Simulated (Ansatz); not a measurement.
H5B2N, SMILES `BNB` (charge 0, multiplicity 1).

These are frozen-core CCSD(T)/cc-pVTZ // PBE0-D3(BJ)/def2-TZVP (Ansatz, a quantum-chemistry and plane-wave program) values and carry that method's errors.

Ansatz 0.2 input:
```yaml
crystal:
  periodic: [false, false, false]
  atoms:
    - { symbol: B, position_ang: [1.256256, 0.188819, 0.004065] }
    - { symbol: N, position_ang: [-0.024584, -0.247181, 0.42426] }
    - { symbol: B, position_ang: [-1.240827, -0.033702, -0.270283] }
    - { symbol: H, position_ang: [1.345155, 0.791387, -1.022668] }
    - { symbol: H, position_ang: [2.212091, -0.054401, 0.681552] }
    - { symbol: H, position_ang: [-0.075135, -0.755435, 1.296571] }
    - { symbol: H, position_ang: [-1.21036, 0.563698, -1.303413] }
    - { symbol: H, position_ang: [-2.262597, -0.453186, 0.189915] }
basis:
  gaussian: { orbitals: cc-pVTZ }
correlation:
  method: ccsd_t
```

Output:

```
Functional definition: HF
907 factors; integrals over basis functions are off by at most 9.9e-4 eV
mean field evaluation 1: about -2904.4268 eV, gradient 3.1e1 eV
mean field evaluation 2: about -2904.4269 eV, gradient 3.1e1 eV
mean field evaluation 4: about -2906.7431 eV, gradient 3.3e0 eV
mean field evaluation 8: about -2906.7763 eV, gradient 7.0e-2 eV
mean field evaluation 16: about -2906.7764 eV, gradient 3.1e-1 eV
mean field -2906.77629003 eV, -106.8220583749 hartree, gradient 2.6e-6 eV, S^2 0.000000; 0 other end points of the search recorded, 0 dependent functions left out
3 core orbitals not correlated
reference -2906.77629003 eV, -106.8220583749 hartree; 8, 8 occupied and 149, 149 virtual orbitals, 907 factors
second order -11.35315647 eV of doubles, -0.00000000 eV of singles
cycle   1  -11.89133007 eV  change   -5.4e-1 eV  update   7.1e-2
cycle   2  -12.21748580 eV  change   -3.3e-1 eV  update   2.1e-2
cycle   3  -12.26706496 eV  change   -5.0e-2 eV  update   9.4e-3
cycle   4  -12.26059909 eV  change    6.5e-3 eV  update   2.4e-3
cycle   5  -12.26111292 eV  change   -5.1e-4 eV  update   1.0e-3
cycle   6  -12.26092340 eV  change    1.9e-4 eV  update   2.6e-4
cycle   7  -12.26088817 eV  change    3.5e-5 eV  update   5.8e-5
cycle   8  -12.26089780 eV  change   -9.6e-6 eV  update   1.8e-5
perturbative correction -0.43928826 eV, -0.0161435460 hartree
Total energy: -2919.47647610 eV, -107.2887816044 hartree
```
